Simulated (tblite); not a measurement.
Compound: C₆H₈OSi.
SMILES with atom numbers: `[CH:1]#[C:2][C@@H:3]1[C:4](=[O:5])[SiH2:6][C@@H:7]1[CH3:8]` (hydrogens: H9 on C1; H10 on C3; H11, H12 on Si6; H13 on C7; H14, H15, H16 on C8)

Computed with GFN2-xTB (tblite), gas phase: L-BFGS steps from a force-field or distance-geometry start until the largest atomic force falls under 0.01 eV/Å.

Step 32: E = -614.9378 eV
```
atom  x, y, z in Å  |  force x, y, z in eV/Å
C1      1.8349    0.4830    1.8922   -0.024   0.023   0.012
C2      1.0563   -0.1419    1.2299   -0.055  -0.054   0.011
C3      0.1862   -0.9505    0.4055    0.032  -0.016  -0.009
C4      1.0212   -1.3232   -0.8280   -0.048   0.071   0.000
O5      1.7463   -2.2635   -0.9847    0.050  -0.060  -0.027
Si6     0.2769    0.1371   -1.8568    0.000  -0.001   0.079
C7     -0.8991   -0.1376   -0.3491   -0.005  -0.010   0.104
C8     -1.5601    0.9485    0.4891    0.046   0.060  -0.014
H9      2.4853    1.0388    2.5001   -0.019  -0.006  -0.030
H10    -0.1914   -1.7899    0.9956    0.038  -0.036  -0.015
H11    -0.2186   -0.1325   -3.2013   -0.027   0.011   0.021
H12     1.1139    1.3235   -1.7728    0.009   0.084  -0.006
H13    -1.6742   -0.8462   -0.6639   -0.053   0.012   0.084
H14    -1.9983    0.5092    1.3892   -0.013   0.033  -0.128
H15    -0.8425    1.6996    0.8138    0.079  -0.052  -0.066
H16    -2.3446    1.4544   -0.0704   -0.010  -0.060  -0.016
```

Step 33: E = -614.9404 eV
```
atom  x, y, z in Å  |  force x, y, z in eV/Å
C1      1.8270    0.4795    1.9041   -0.023   0.019   0.004
C2      1.0535   -0.1468    1.2371   -0.070  -0.052  -0.014
C3      0.1881   -0.9507    0.4026   -0.018  -0.006  -0.009
C4      1.0254   -1.3167   -0.8306   -0.039   0.101   0.021
O5      1.7652   -2.2457   -0.9806    0.082  -0.111  -0.050
Si6     0.2708    0.1337   -1.8639   -0.029   0.007   0.110
C7     -0.9009   -0.1385   -0.3498    0.003   0.010   0.090
C8     -1.5522    0.9540    0.4900    0.047   0.010  -0.037
H9      2.4758    1.0348    2.5144   -0.022  -0.009  -0.026
H10    -0.1913   -1.7951    0.9835    0.048  -0.046   0.004
H11    -0.2347   -0.1520   -3.2007   -0.021   0.018   0.007
H12     1.1023    1.3257   -1.7907   -0.001   0.069  -0.013
H13    -1.6825   -0.8450   -0.6593    0.000   0.044   0.103
H14    -1.9979    0.5115    1.3854    0.006   0.070  -0.120
H15    -0.8231    1.6947    0.8178    0.010  -0.076  -0.077
H16    -2.3332    1.4655   -0.0708    0.029  -0.047   0.007
```

Task: Estimate the geometry and energy of step 34. (The exact step hangs on the optimiser's Hessian estimate; all steps are aligned on step 33, rigid shifts and turns removed.)

Result: E = -614.9432 eV, largest force 0.204 eV/Å
```
atom  x, y, z in Å  |  force x, y, z in eV/Å
C1      1.8193    0.4774    1.9139   -0.015   0.015  -0.001
C2      1.0511   -0.1528    1.2445   -0.086  -0.045  -0.039
C3      0.1900   -0.9516    0.4006   -0.064  -0.010   0.002
C4      1.0288   -1.3108   -0.8324   -0.028   0.119   0.044
O5      1.7794   -2.2313   -0.9776    0.114  -0.152  -0.073
Si6     0.2660    0.1318   -1.8673   -0.055   0.027   0.109
C7     -0.9025   -0.1399   -0.3485    0.018   0.016   0.040
C8     -1.5447    0.9588    0.4894    0.037  -0.043  -0.055
H9      2.4681    1.0321    2.5243   -0.022  -0.008  -0.015
H10    -0.1902   -1.8014    0.9722    0.052  -0.058   0.024
H11    -0.2480   -0.1662   -3.1985   -0.013   0.024   0.004
H12     1.0925    1.3299   -1.8054   -0.021   0.040  -0.013
H13    -1.6911   -0.8434   -0.6517    0.050   0.059   0.106
H14    -1.9977    0.5147    1.3794    0.013   0.091  -0.071
H15    -0.8055    1.6890    0.8182   -0.033  -0.060  -0.070
H16    -2.3231    1.4726   -0.0727    0.053  -0.014   0.009
```

The energy changes by -0.0027 eV. The first-order estimate −F·Δx gives -0.0037 eV and the mean of the old and new forces, exact on a quadratic surface, -0.0027 eV. The step makes an angle of 78° with the force vector and moves no atom by more than 0.020 Å.

The cost below is that of the whole relaxation. On Arm Neoverse V1, one thread (shared host), this took 0.69 s.
